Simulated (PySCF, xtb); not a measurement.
Sn(Cl)(NMe2) (C2H6ClNSn), SMILES C[N](C)[Sn][Cl] (connectivity only; charge and spin as stated), neutral, multiplicity 1.

GFN2-xTB (xtb) at its own geometry gives an orbital gap of 2.68 eV and a dipole moment of 4.26 D.

The structure is a stationary point at B3LYP-D3(BJ)/def2-SVP. The def2 effective core potentials stand for the cores of Sn; spin–orbit coupling is left out. The values are those of a single conformer.

Task: What does PBE/def2-TZVP (PySCF) give? (Estimate from the structure and the level; the computed values follow.)

Result: gap 2.64 eV (levels -5.44 and -2.80 eV), dipole 3.30 D.
